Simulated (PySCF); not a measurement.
5H-1,4-dioxepine (C₅H₆O₂), SMILES C1=CCOC=CO1. The structure is a stationary point at B3LYP-D3(BJ)/def2-SVP. The values are those of a single conformer.

Computed equilibrium geometry at B3LYP-D3(BJ)/def2-SVP (PySCF confirms it by a frequency run) as a Z-matrix (one conformer of several):
```
C
C 1 1.3405
O 2 1.3517 1 129.54
C 3 1.3658 2 124.21 1 -6.55
C 4 1.3443 3 131.28 2 -6.69
O 5 1.3506 4 131.35 3 0.75
H 4 1.0904 5 118.30 6 179.17
H 2 1.0925 1 120.83 3 179.73
H 1 1.0935 2 115.24 8 0.41
H 5 1.0941 4 116.51 7 0.87
C 6 1.4216 5 119.88 10 -148.41
H 11 1.0998 6 105.10 5 -173.75
H 11 1.1076 12 106.83 6 114.52
```
